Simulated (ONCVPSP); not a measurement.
# What one change does to a pseudopotential (Cd, ONCV)

| Quantity | Value |
| --- | --- |
| Element | cadmium |
| Generator | ONCVPSP 4.0.1 |
| Type | optimised norm-conserving Vanderbilt (ONCV) |
| Functional | PBE |
| Relativity | scalar-relativistic |
| Frozen core | [Ar] 3d10 |
| Valence charge | 20 |
| Reference configuration | 4s2 4p6 4d10 (charge +2) |
| Partial waves | 4s: rc 1.50 bohr, ncon 5, nbas 8, qcut 10.4 1/bohr, 2 projectors, debl 2.8 Ha; 4p: rc 1.15 bohr, ncon 5, nbas 9, qcut 10.9 1/bohr, 3 projectors, debl 3.1 Ha; 4d: rc 1.15 bohr, ncon 4, nbas 9, qcut 9.3 1/bohr, 2 projectors, debl 0.3 Ha |
| Local potential | polynomial inside 1.00 bohr (lpopt 5, dvloc0 0 Ha) |
| Core correction | Teter function, fcfact 3.5, rcfact 1.1 |

In the s channel the program set the typed energies aside and used -4.587, 0.050 Ha. In the p channel the program set the typed energies aside and used -3.157, 0.250, 3.350 Ha. In the d channel the program set the typed energies aside and used -1.119, 0.250 Ha.

All-electron outer shells of the reference configuration (PBE, scalar-relativistic, ld1.x):

| shell | level (eV) | outermost node (bohr) | outermost maximum (bohr) |
| --- | --- | --- | --- |
| 4s | -124.83 | 0.43 | 0.79 |
| 4p | -85.90 | 0.43 | 0.84 |
| 4d | -30.44 | 0.42 | 0.98 |

Change: p: rc 1.68.

Cutoffs: the cutoffs (Ha) at which the residual kinetic energy of the hardest occupied pseudo-wave falls to 1 and 0.1 mHa per electron; they do not see the model core or the augmentation charge, which bear on the density cutoff. Errors are all-electron minus pseudo energies relative to the spin-unpolarised reference configuration.

Q: How do hardness, ghosts and transferability respond?

A: The potential gets softer (50 Ha and 60 Ha → 38 Ha and 44 Ha); the errors of the 4 common tests hardly move; neither file shows a bound ghost. A larger radius leaves more room for a smooth pseudo-wave, so fewer plane waves are needed.

| quantity | base | changed |
| --- | --- | --- |
| cutoff, loose | 50 Ha | 38 Ha |
| cutoff, tight | 60 Ha | 44 Ha |
| loose cutoff by channel | s 38 Ha, p 50 Ha, d 36 Ha | s 38 Ha, p 30 Ha, d 36 Ha |
| bound ghosts | none | none |
| GHOST(+) flags under 300 eV | s at 261.3 eV | s at 261.3 eV |
| error for 4s2 4p6 4d10 5s2, meV [ΔE -26.40 eV] | +4.1 | +4.2 |
| error for 4s2 4p6 4d10 5s1, meV [ΔE -17.13 eV] | +2.8 | +2.8 |
| error for 4s2 4p6 4d9, meV [ΔE 38.01 eV] | -3.9 | -3.5 |
| error for 4s2 4p6 4d9 5s2, meV [ΔE -8.42 eV] | +1.9 | +2.1 |
| s: phases at 1.52 bohr within 0.05 rad from the reference energy up to (Ha; the scan ends near 5) | to the end of the scan | to the end of the scan |
| d: phases at 1.17 bohr within 0.05 rad from the reference energy up to (Ha; the scan ends near 5) | to the end of the scan | to the end of the scan |
| rms error of d²Exc/dni dnj with the model core, mHa | 1.28 | 1.25 |
